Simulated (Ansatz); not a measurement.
Harmonic frequencies (cm⁻¹) at PBE0-D4/def2-TZVP from Ansatz: 66, 179, 179, 199, 243, 243, 307, 308, 334, 334, 387, 696, 696, 728, 1006, 3960, 3960, 3965.

Each molecule was computed in one conformer, which needn't be the lowest.

(1) Which molecule is it?
A. `[NH2][Ta](=[O])([OH])[F]`
B. `[O]=[Ta]([OH])([OH])[OH]`
C. `[NH]=[Ta]([NH2])([Cl])[Cl]`
D. `[NH2][Ta]([NH2])([F])=[S]`

Results:

(1) B.
